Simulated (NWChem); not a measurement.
System: C2H5FInN; SMILES [In]([F])([NH2])[CH]=C

```xyz
10

In    -0.1472    -0.2493     0.0038
F     -1.7039    -1.4528    -0.1345
C     -0.5583     1.8333    -0.0100
C      0.3877     2.7781    -0.0222
H     -1.6121     2.1361    -0.0106
H      0.1332     3.8457    -0.0338
H      1.4595     2.5502    -0.0245
N      1.5387    -1.3555    -0.0397
H      1.4384    -2.3410     0.1859
H      2.3884    -0.9922     0.3801
```
Atoms are numbered in this order, from 1.

Results from NWChem. The geometry was optimised at PBE0/def2-SVP. Not confirmed as a minimum by frequencies. def2 effective core potentials on In; no spin-orbit coupling. Field at 589 nm.

Q: Estimate the computed values for B3LYP/def2-SVP (core potentials). Quantities: isotropic polarisability (bohr³); anisotropy (bohr³).

A: The isotropic polarisability (bohr³) is 60.8 and the anisotropy (bohr³) comes out as 41.8.
